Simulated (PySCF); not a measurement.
# Correlation energy of P³⁺ (phosphorus, charge +3)

[Ne] 3s2, closed-shell 1S. Calculation: PySCF 2.14, in x2c-TZVPPall with one added diffuse shell each of s, p, d type (6s6p4d1f, 51 functions); scalar relativity by spin-free X2C-1e. Frozen: 1s2; 10 electrons correlated.

| level | correlation energy (mhartree) |
| --- | --- |
| CCSD | -207.47 |
| (T) | -1.86 |
| CCSD(T) | -209.33 |

Diagnostics: T1 = 0.0036, D1 = 0.0098, largest double amplitude 0.106.

Cost of the coupled-cluster step: roughly 1.7 core-seconds, for 10 correlated electrons.

Iterations:

```
CC2 = 0
CCSD nocc = 5, nmo = 50
frozen orbitals [0]
max_cycle = 100
direct = 0
conv_tol = 1e-08
conv_tol_normt = 1e-06
diis_space = 8
diis_start_cycle = 0
Init t2, MP2 energy = -339.566056551392  E_corr(MP2) -0.194364864144193
Init E_corr(CCSD) = -0.194364864144214
cycle = 1  E_corr(CCSD) = -0.202867021795192  dE = -0.00850215765  norm(t1,t2) = 0.0377593
cycle = 2  E_corr(CCSD) = -0.205757103293827  dE = -0.0028900815  norm(t1,t2) = 0.0155181
cycle = 3  E_corr(CCSD) = -0.207479618953509  dE = -0.00172251566  norm(t1,t2) = 0.00681587
cycle = 4  E_corr(CCSD) = -0.207468804033235  dE = 1.08149203e-05  norm(t1,t2) = 0.000337556
cycle = 5  E_corr(CCSD) = -0.207464301821123  dE = 4.50221211e-06  norm(t1,t2) = 2.3063e-05
cycle = 6  E_corr(CCSD) = -0.207465181647515  dE = -8.79826393e-07  norm(t1,t2) = 2.7802e-06
cycle = 7  E_corr(CCSD) = -0.207465092685827  dE = 8.89616888e-08  norm(t1,t2) = 3.36131e-07
cycle = 8  E_corr(CCSD) = -0.207465088077766  dE = 4.60806107e-09  norm(t1,t2) = 5.41748e-08
CCSD converged
E(CCSD) = -339.5791567753258  E_corr = -0.2074650880777656
CCSD(T) correction = -0.00185914290143227
```

This basis was not built for core-valence correlation, so the inner-shell part is incomplete.
